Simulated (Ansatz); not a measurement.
C3H7ClSi can be A, `C=C(Cl)[SiH2]C`, or B, `C/C(Cl)=C\[SiH3]`.

Program: Ansatz. Geometries: PBE0-D4/def2-TZVP. ΔE: electronic, gas phase. CCSD(T)/CBS is the MP2 limit (def2-TZVPP, def2-QZVPP) plus CCSD(T) − MP2 in def2-TZVPP, frozen cores. DFT in def2-TZVPP. Each species was taken in one conformer, which may not be the lowest.

Question: Which is lower in electronic energy at CCSD(T)/CBS, and by how much? (Best estimate.)

Answer: Computed: A, by 29.6 kJ/mol.

Question: Give E(B) − E(A) in kJ/mol with PBE0-D4, MP2/def2-TZVPP, ωB97M-V, LDA (SPW92), CCSD(T)/def2-SVP, CCSD/def2-TZVPP, r2SCAN-D4. (Estimate.)

Answer: Computed: PBE0-D4 25.9, MP2/def2-TZVPP 26.8, ωB97M-V 29.8, LDA (SPW92) 18.3, CCSD(T)/def2-SVP 16.7, CCSD/def2-TZVPP 28.3, r2SCAN-D4 27.0. None reverses the order clearly.

Question: Does the order hold for the free energy at 298.15 K (harmonic terms from PBE0-D4)? (Estimate.)

Answer: The calculation gave: Yes: G(B) − G(A) = +24.4 kJ/mol, for one conformer each. Modes under 60 cm⁻¹, often nearly free rotors, make the harmonic entropy too high.

Largest T1 diagnostic: 0.011.

At CCSD(T), def2-SVP lies −12.9 kJ/mol from the extrapolated value and def2-TZVPP −1.9 kJ/mol. Leaving LDA and LC-ωPBE aside and taking each functional with its dispersion term where it has one, the values, not all of them listed here, spread over 5.8 kJ/mol, from revPBE-D4 to ωB97M-V. LDA lies −7.2 kJ/mol from PBE without D4.
